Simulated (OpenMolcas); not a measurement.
**Hf: the spin-orbit constant, worked from levels**

```
Program             : OpenMolcas
Basis               : ANO-R1 [7s5p4d2f]
Scalar Hamiltonian  : X2C, finite nucleus
Active space        : 4 electrons in 6 orbitals (5d 6s)
State averaging     : 2S+1 = 3 even, 55 roots; 2S+1 = 5 even, 10 roots kept (CI in the orbitals of an earlier block); 2S+1 = 1 even, 50 roots kept (CI in the orbitals of an earlier block)
Spin-orbit coupling : state interaction with AMFI integrals over the reference wave functions, term energies averaged over their components
```

Methods: CASSCF; MS-CASPT2, IPEA 0.25 Eh, imaginary shift 0.1 Eh (closed shells correlated: 5s 5p). Measured levels: NIST Handbook of Basic Atomic Spectroscopic Data.

**The spin-orbit constant.** For the Hund term ³F of d2, E(J) = (A/2) J(J+1) + constant and ζ = 2S·A = 2A. From J = 2 to J = 4 the energy changes by 7 A.

| Source | E(4) - E(2) | A | ζ |
| --- | --- | --- | --- |
| CASSCF | 4201.4 | 600.2 | 1200 |
| MS-CASPT2 | 4420.7 | 631.5 | 1263 |
| measured | 4567.6 | 652.5 | 1305 |

All in cm-1. MS-CASPT2 is off by -3.2 % and CASSCF by -8.0 %. Both methods take the spin-orbit matrix elements from the reference wave functions, so the second can move ζ only through the term energies and any multistate remixing. Second-order mixing with other terms is absorbed into this ζ.

CASPT2 breaks the degeneracy within a term, and the mean is taken; among the terms shown or strongly mixed into the levels shown the widest spread is 920 cm-1 (5d² 6s² ³F, MS-CASPT2). Over all roots computed the reference weight is 0.88 to 0.96 in MS-CASPT2; the roots of lowest weight are the least certain, and an intruder state may touch them. Without dynamic correlation excited terms often stand tens of per cent too high (terms of higher spin than the ground term too low), and those without a measured partner can miss by more than the paired ones (holds for CASSCF). Computed and measured levels are paired by configuration, term and J; levels that our copy of the source lacks, or whose pairing is in doubt (as where it misses far off the trend of its configuration), stay unpaired and out of the deviations. Only configurations of the active space appear.
